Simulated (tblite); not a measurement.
Species: H6N2OSi2.
Numbering: `[OH:1][SiH:2]1[NH:3][SiH2:4][NH:5]1` (hydrogens: H6 on O1; H7 on Si2; H8 on N3; H9, H10 on Si4; H11 on N5)

Geometry (GFN2-xTB, Å), atoms numbered from 1 in this order:
```
atom  x, y, z in Å
O1     2.331   -0.359    0.380
Si2    1.006    0.127   -0.412
N3    -0.154    1.059    0.494
Si4   -1.517    0.030    0.163
N5    -0.306   -1.013   -0.522
H6     2.235   -0.771    1.235
H7     1.541    0.688   -1.635
H8    -0.122    2.014    0.796
H9    -2.474    0.570   -0.800
H10   -2.127   -0.514    1.372
H11   -0.406   -1.829   -1.096
```

Method: GFN2-xTB as coded in tblite; computed harmonic values from a numerical Hessian at the method's own geometry, unscaled. This tight-binding method is rough: wavenumbers can miss measured ones by several per cent, in bad cases by 10 to 20. Modes of hydrogen on silicon can be 10 to 20 % off. One conformer, not necessarily the lowest.

Harmonic wavenumbers (cm⁻¹): 120.7, 172.8, 261.5, 265.9, 339.0, 401.7, 447.5, 463.8, 510.3, 554.1, 613.6, 671.3, 759.2, 782.6, 809.6, 833.5, 866.9, 880.0, 974.8, 1063.5, 1110.6, 2237.9, 2273.4, 2371.2, 3528.9, 3538.3, 3660.4.

A = 7812, B = 2339, C = 2064 MHz; mass 106.002 u (most abundant isotopes); point group Cs, symmetry number 1.

Problem. Zero-point energy?

Solution. Half the sum of the wavenumbers: 15257 cm⁻¹ = 43.62 kcal/mol.

Problem. What is S at 500 K and 1 bar for an ideal gas of classical rigid rotors and harmonic oscillators?

Solution. Translation 42.49, rotation 28.09, vibration 29.88: S = 100.5 cal/(mol K).

Problem. And Cp and H(500 K) − H(0)?

Solution. Cp = 39.96 cal/(mol K), of which vibrations give 32.01 (their classical limit is 27 R = 53.7); H(500 K) − H(0) = 12.46 kcal/mol without the zero-point energy, 8.49 from vibrations.

Problem. How do the functions run with temperature in this model?

Solution. 
| T (K) | S (cal/(mol K)) | Cp (cal/(mol K)) | H − H(0) (kcal/mol) | G − H(0) (kcal/mol) | ln q(vib) |
| --- | --- | --- | --- | --- | --- |
| 150 | 66.3 | 17.5 | 1.73 | -8.21 | 0.86 |
| 250 | 77.3 | 26.3 | 3.93 | -15.41 | 2.27 |
| 298.15 | 82.3 | 30.0 | 5.29 | -19.25 | 3.04 |
| 400 | 92.0 | 35.9 | 8.66 | -28.13 | 4.77 |
| 600 | 108.0 | 42.9 | 16.61 | -48.19 | 8.18 |
| 900 | 126.6 | 48.8 | 30.45 | -83.52 | 12.83 |

q(vib) and H(0) count from the zero-point level.

Problem. Which modes carry the vibrational entropy at 500 K?

Solution. 120.7 cm⁻¹: 4.10; 172.8 cm⁻¹: 3.40; 261.5 cm⁻¹: 2.60; 265.9 cm⁻¹: 2.57; 339.0 cm⁻¹: 2.11; 401.7 cm⁻¹: 1.81 cal/(mol K); the other 21 give 13.30 together.

Hindered rotation and anharmonicity are outside this model. Other conformers, if any are populated, would add a mixing term that is left out.

Run on Arm Neoverse N1, one thread (shared host). This covers the Hessian and the dipole derivatives.
